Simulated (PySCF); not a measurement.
**GeS₂⁻: from structure and modes to constants**

These are results of UB3LYP in PySCF with Ge def2-SVPD, S def2-SVPD; no relativity; density-fitted integrals, not measurements.

The doublet minimum has C2v symmetry. Masses (u): Ge 73.92118, S 31.97207.

```xyz
3
charge -1 multiplicity 2, angstrom
Ge    0.0000    0.0000   -0.4133
S     1.9497    0.0000    0.4778
S    -1.9497    0.0000    0.4778
```

Harmonic wavenumbers (cm⁻¹): 142.6 (a1, ×1), 398.3 (a1, ×1), 451.2 (b2, ×1).

Question: Find the principal moments of inertia and the rotational constants. What kind of rotor is it?

Answer: About the centre of mass I = 27.222, 243.08, 270.3 u Å². With B = 16.8576/I this gives 0.6193, 0.06935, 0.06237 cm⁻¹. The molecule is an asymmetric top with κ = -0.97.

Question: What is the harmonic zero-point energy?

Answer: Half the sum of all 3 wavenumbers, 992/2 = 496 cm⁻¹, which is 5.9 kJ/mol (1 cm⁻¹ = 0.0119627 kJ/mol).

Question: Find the vibrational entropy and heat capacity at 298.15 K.

Answer: With u = 1.43878 ω/T, each mode gives S = R[u/(eᵘ−1) − ln(1−e⁻ᵘ)] and C = R u² eᵘ/(eᵘ−1)².
| ω (cm⁻¹) | u | S (J/(mol K)) | C (J/(mol K)) |
| --- | --- | --- | --- |
| 142.6 | 0.688 | 11.59 | 7.99 |
| 398.3 | 1.922 | 4.05 | 6.17 |
| 451.2 | 2.177 | 3.31 | 5.68 |
The sums over all modes are S = 19.0 and C = 19.8 J/(mol K); the softest mode gives 61 % of the entropy.

Only a few start shapes were tried, so a lower isomer may exist. The lowest empty level of this anion is unbound, so it and the gap depend on the basis.
